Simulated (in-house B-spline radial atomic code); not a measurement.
Computed with a B-spline radial atomic code. Model: two electrons, singlet ground state, non-relativistic, full CI in B-splines with partial waves to l = 8 (at full coupling up to 3e-4 hartree above the limit, correlation up to 0.6 % small), density held at that of full coupling by Lieb maximisation.

W(λ) is the mean repulsion in the state of coupling λ less the Hartree energy of the fixed density. Its start is exact exchange, its initial slope is twice the second-order Görling-Levy correlation energy, and its area from 0 to 1 is E_xc. A straight curve means weak, dynamic correlation, and a curve that drops fast and flattens means strong correlation.

Command:
```bash
python run_ac.py task.json out
```
Settings (lengths in bohr, energies in hartree):
```
potential              dot
strength               4.41
lmax                   8
second                 1.5
```

Time taken, with all properties: 10 s on 1 thread of Intel(R) Xeon(R) Processor @ 2.30GHz, on a shared host.

**W = mean repulsion less Hartree energy, and W of three functionals.**

Given: confinement charge in harmonic well; well frequency 4.41 hartree; nuclear charge 1.5; external potential omega^2 r^2/2 - Z/r.

Computed: PBE exchange minus exact 77.303 millihartree; SCAN exchange minus exact 10.941 millihartree.

```tsv
coupling	W xc (hartree)	W xc minus exchange (millihartree)	kinetic minus Kohn-Sham (millihartree)	LDA (PW92) W minus its exchange (millihartree)	PBE W minus its exchange (millihartree)	SCAN W minus its exchange (millihartree)
0	-1.9156	0	0	0	0	0
0.02	-1.9175	-1.877	0	-13.51	-2.62	-1.89
0.05	?	?	?	?	?	?
0.12	-1.9267	-11.125	0.7	-55.42	-15.59	-11.06
0.25	-1.9384	-22.819	2.8	-94.81	-31.85	-22.5
0.4	-1.9515	-35.869	7.1	-131.56	-49.71	-35.13
0.6	-1.9682	-52.566	15.4	-172.49	-72.14	-51.2
0.8	-1.9841	-68.503	26.5	-207.52	-93.13	-66.46
1	-1.9993	-83.727	40.2	-238.44	-112.85	-81.02
1.4	?	?	?	?	?	?
2	-2.0661	-150.54	139.2	-356.72	-196.62	-145.07
3	-2.1204	-204.82	274	-441.27	-262.74	-197.87
4.5	-2.1849	-269.29	513.7	-535.29	-340.7	-262.09
7	-2.2626	-346.97	954.1	-644.75	-435.8	-342.22
10	-2.3265	-410.89	1491.6	-734.87	-516.68	-410.45
```

**Question.** What belongs in the row 0.05?

**Answer.** W xc (hartree): -1.9203; W xc minus exchange (millihartree): -4.675; kinetic minus Kohn-Sham (millihartree): 0.1; LDA (PW92) W minus its exchange (millihartree): -28.23; PBE W minus its exchange (millihartree): -6.54; SCAN W minus its exchange (millihartree): -4.69.

**Question.** What belongs in the row 1.4?

**Answer.** W xc (hartree): -2.0278; W xc minus exchange (millihartree): -112.2; kinetic minus Kohn-Sham (millihartree): 74.3; LDA (PW92) W minus its exchange (millihartree): -291.59; PBE W minus its exchange (millihartree): -149.02; SCAN W minus its exchange (millihartree): -108.24.

**Question.** What is the LDA exchange minus exact?

**Answer.** 282.14 millihartree.

**Energy parts, natural occupations and partial-wave weights.**

Computed: total energy 7.2204 hartree; exchange energy -1.9156 hartree; kinetic part of the DFT correlation energy 0.040227 hartree; kinetic part over minus potential part 0.48046; Hartree energy 3.8312 hartree; Kohn-Sham kinetic 8.5544 hartree; Lieb Oxford ratio E_xc over LDA exchange 1.1994.

| natural | occupation of the shell (electrons) |
| --- | --- |
| s | 1.9953 |
| p | 0.0039493 |
| s | 0.00048865 |
| d | ? |
| p | 5.6775e-05 |
| f | 2.4225e-05 |

**Question.** What belongs in the row d?

**Answer.** occupation of the shell (electrons): 0.00018335.

```tsv
wave	weight
s	0.99788
p	?
d	9.7532e-05
f	1.3634e-05
g	3.1666e-06
```

**Question.** What belongs in the row p?

**Answer.** weight: 0.002005.

**Question.** What is the correlation energy?

**Answer.** -0.0435 hartree.

**Question.** What is the initial slope twice GL2?

**Answer.** -0.094068 hartree.

Half-way to full coupling W has made 53 % of its drop, against 50 % for a straight line, and second-order (GL2) theory, half the initial slope, overshoots the correlation energy by about 8 %: a moderate bend, as in light atoms. Over couplings 0 to 1 the errors in E_xc come to about +182 millihartree for LDA, +61 millihartree for PBE, +12 millihartree for SCAN, so SCAN is nearest. In LDA and PBE the errors of exchange and correlation have opposite signs, so the sum is smaller than the larger of the two.
